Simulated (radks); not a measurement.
Task: Ga7+, 24 electrons, occupied as [Ar] 3d6 (the NIST ground configuration). Calculated with a radial shooting solver on a logarithmic mesh with Libxc functionals: Dirac Kohn-Sham, BLYP, spin-unpolarised, spherical densities, point nucleus; open shells fill j = l - 1/2 first. Some entries of the table are withheld. Estimate them.

orbital,occ.,eigenvalue (eV),<1/r> (bohr^-1),<r> (bohr)
1s1/2,2,-10383.80,31.30,0.04860
2s1/2,2,-1418.588,6.886,0.2175
2p1/2,2,(1),(2),0.1882
2p3/2,4,(3),(4),0.1917
3s1/2,2,-291.2941,2.282,0.6271
3p1/2,2,-243.8066,2.177,0.6342
3p3/2,4,-239.7257,2.137,0.6427
3d3/2,4,-159.4208,1.917,0.6503
3d5/2,2,-158.7863,1.908,0.6530

Result: 
(1) 2p1/2 eigenvalue (eV): -1273.859
(2) 2p1/2 <1/r> (bohr^-1): 6.845
(3) 2p3/2 eigenvalue (eV): -1246.193
(4) 2p3/2 <1/r> (bohr^-1): 6.670
